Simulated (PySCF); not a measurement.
Structure with atom numbers: `[CH3:1][CH2:2][O:3][C:4]1=[CH:5][O:6][BH2-:7][O+:8]=[CH:9]1`. Each H is labelled by its parent atom.

Geometry: PBE0-D3(BJ)/def2-SVP; GIAO shifts from PySCF, gas phase, non-relativistic, averaged over equivalent atoms.

At PBE0/pcSseg-1 (198 basis functions, 100 s wall time on 1 thread of an Intel Xeon, shared host):
```tsv
atoms	δ (ppm)
C5/C9	173.9
C4	146.7
C2	63.2
C1	16.7
O6/O8	259.4
O3	79.7
B7	-1.6
H(C5)/H(C9)	7.68
H(B7)	3.55
H(C2)	3.41
H(C1)	1.42
```

Scale: $^{13}$C (184.41 ppm), $^{1}$H (31.27 ppm) vs TMS; H2O for $^{17}$O (334.56 ppm); $^{11}$B (100.73 ppm) against BF3·OEt2 (reference shieldings calculated alike).

**Question.** Predict the values at WP04/pcSseg-1 on the same geometry.

**Answer.** 
```tsv
atoms	δ at WP04/pcSseg-1	change
C5/C9	174.0	+0.1
C4	148.3	+1.6
C2	65.8	+2.6
C1	18.2	+1.5
O6/O8	250.3	-9.1
O3	80.2	+0.5
B7	0.4	+2.0
H(C5)/H(C9)	7.41	-0.27
H(B7)	3.00	-0.55
H(C2)	3.36	-0.05
H(C1)	1.40	-0.02
```

Shifts are taken against calculated references (same method and geometry level): $^{13}$C (σref 172.44) and $^{1}$H (σref 31.56) vs TMS; $^{17}$O (σref 317.54) against H2O; BF3·OEt2 for $^{11}$B (σref 95.72).

The largest change is at O6/O8 (oxygen bonded to C, B, in a 6-membered ring). Cost: 198 basis functions, 80 s wall time on 1 thread of an Intel Xeon, shared host. The order of the carbon signals is the same at both levels.

The carbons averaged at δ 173.9 differ by 12 ppm in this conformer. Unscaled 17O shifts of doubly bonded oxygen tend to come out too high, by tens of ppm or more. Experimental scales use liquid or dissolved standards, which lie at an offset from isolated H2O (liquid H2O: subtract about 36 ppm).
